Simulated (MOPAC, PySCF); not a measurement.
C$_{2}$H$_{5}$Cl$_{3}$Si, SMILES `[Si](Cl)(Cl)(Cl)CC`, neutral singlet in the gas phase. 

Z-matrix (Å, degrees):
```
C
H 1 1.1038
H 1 1.1038 2 106.43
C 1 1.5338 2 111.29 3 121.40
H 4 1.1008 1 111.03 2 -59.26
H 4 1.1009 5 107.89 1 -121.97
H 4 1.1009 5 107.89 6 -116.06
Si 1 1.8615 2 106.72 3 -113.69
Cl 8 2.0635 1 110.64 2 56.75
Cl 8 2.0666 1 110.32 2 -63.49
Cl 8 2.0666 1 110.32 2 176.99
```
Charge 0, spin multiplicity 1.

All levels are single points at this geometry (B3LYP-D3(BJ)/def2-SVP); Pople sets use spherical d functions. Orbital energies aren't observables, and empty levels follow the basis.

```
level                            HOMO (eV)  LUMO (eV)  gap (eV)  dipole (D)  vertical IE, Delta-SCF (eV)
-------------------------------  ---------  ---------  --------  ----------  ---------------------------
B3LYP-D3(BJ)/def2-TZVP in PySCF      -8.76      -0.31      8.45        2.16                        10.74
PBE-D3(BJ)/def2-TZVP in PySCF        -7.66      -1.06      6.60        2.13                            –
B3LYP/6-31G* in PySCF                -8.77      -0.30      8.47        2.58                        10.82
B3LYP/LANL2DZ in PySCF               -9.08      -0.91      8.17        3.20                            –
BP86/6-31G* in PySCF                 -7.78      -1.16      6.62        2.59                            –
M06-2X/6-31G* in PySCF              -10.26       0.80     11.07        2.66                            –
PBE/6-31G* in PySCF                  -7.67      -1.06      6.61        2.58                            –
SVWN5/6-31G* in PySCF                -7.75      -1.27      6.48        2.63                            –
HF/6-31G* in PySCF                  -12.28       3.88     16.16        2.73                        11.08
AM1 in MOPAC                        -11.43      -1.16     10.27        2.30                            –
PM3 in MOPAC                        -10.45      -1.28      9.17        2.93                            –
PM6 in MOPAC                        -10.73      -0.83      9.90        2.20                            –
PM7 in MOPAC                        -11.42      -1.56      9.86        2.85                            –
```
